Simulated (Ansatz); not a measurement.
`O[SiH2][SiH2]O` + `CC(=O)O[SiH2]Cl` → `O[SiH2][SiH](O)Cl` + `CC(=O)O[SiH3]`  (redistribution)

Computed with Ansatz on PBE0-D4/def2-TZVP structures; ΔE is electronic, products minus reactants. CCSD(T)/CBS adds triple-zeta CCSD(T) − MP2 to the extrapolated MP2 energy (def2 sets, frozen cores). Functionals use def2-TZVPP. B3LYP here is the variant with VWN-RPA as its local correlation; programs differ in this. One conformer a species, not always the lowest.

```csv
species,B3LYP energy (Eh)
`O[SiH2][SiH2]O`,-733.25782
`CC(=O)O[SiH2]Cl`,-979.63114
`O[SiH2][SiH](O)Cl`,-1192.94621
`CC(=O)O[SiH3]`,-519.94710
```

Work out ΔE.

ΔE = (-1192.94621) + (-519.94710) − (-733.25782) − (-979.63114) = -0.00435 Eh = -0.12 eV. CCSD(T)/CBS gives -0.10 eV.

Largest T1 diagnostic among the species: 0.014.
